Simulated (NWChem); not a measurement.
System: CH$_{4}$O$_{2}$Si; SMILES O=C[SiH2]O

Here is an NWChem input.

```
start job
memory heap 200 mb stack 900 mb global 1100 mb
geometry units angstroms noautoz
  O     -0.656557     1.654419     0.000000
  C      0.461226     1.158617     0.000000
  Si     0.544337    -0.772818     0.000000
  O     -1.060873    -1.181134     0.000000
  H      1.352188     1.828381     0.000000
  H      1.266055    -1.245634    -1.210649
  H      1.266055    -1.245634     1.210649
  H     -1.597533    -0.365773     0.000000
end
basis spherical
  * library cc-pvdz
end
dft
  xc hfexch
  iterations 150
  mulliken
end
task dft energy
```

Coordinates come from a B3LYP/6-31G* (spherical d) optimisation.

Q: Give the results of this calculation. (Hartree-Fock/cc-pVDZ.) Quantities: basis functions; energy (Ha); highest occupied level (eV); orbital gap (eV); dipole (D).

A: 
```
Property                      Result
---------------------------  -------
number of basis functions         80
energy (Ha)                  -478.88
highest occupied level (eV)   -11.07
orbital gap (eV)               13.81
dipole (D)                      2.40
```
